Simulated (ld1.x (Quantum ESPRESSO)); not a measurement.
Values are calculated unless marked as measured or tabulated.
# Pseudopotentials across the periodic table

Generated with ld1.x 7.5 (TM, RRKJ, ultrasoft, PAW), atompaw 4.2 or ONCVPSP 4.0.1. The cutoff is in Ry: for ld1.x and atompaw files where the sum of valence levels is converged to 10 mRy in a Bessel basis, for ONCV files where the hardest occupied wave has 1 mHa per electron of residual kinetic energy. The error is the largest all-electron minus pseudo excitation energy over each file’s own four to seven test configurations (ionisations up to +4, promotions, holes and added fractions of an electron), all of which were solved. The labels leave out finer settings (local radius, basis sizes, second energies), which also bear on the numbers. Spin-polarised tests are not counted. The rows are a selection from randomly drawn settings: files with unsolved tests, undetermined cutoffs or missed reference levels are left out.

A true bound ghost makes a file unfit for plane-wave use even where its test errors are small: the radial tests pick states by their node count and pass the ghost by.

| element | potential | cutoff (Ry) | largest error (meV) | bound ghosts |
| --- | --- | --- | --- | --- |
| Cl | TM semilocal, PBE, non-relativistic, rc 1.00/1.25 (sp), local s, core correction yes, reference 3s2 3p5 | 120 | +100 | none |
| Se | RRKJ, PBE, fully relativistic, rc 1.35/1.95/1.60 (spd), local s, core correction no, reference 4s2 4p4 | 40 | -38 | p1/2, d3/2, d5/2 |
| Br | ultrasoft, LDA (PZ), scalar-relativistic, rc 1.70/1.55 (sp), local smoothed, core correction yes, reference 4s2 4p4 | 12 | -26 | d |
| Rb | TM, PBE, scalar-relativistic, rc 4.20/4.15/3.70 (spd), local p, core correction no, reference 5s1 5p0 | 6 | +80 | s |
| Hf | TM, BLYP, scalar-relativistic, rc 2.35/3.60/1.75 (spd), local s, core correction yes, reference 5d2 6s2 6p0 | 25 | -274 | none |

(1) Fill in the row for Te: TM, PBE, scalar-relativistic, rc 1.35/2.20/1.25 (spd), local smoothed, core correction yes, reference 4d10 5s2 5p3.

## Answers

(1) cutoff 120 Ry, largest error -130 meV, bound ghosts: none.
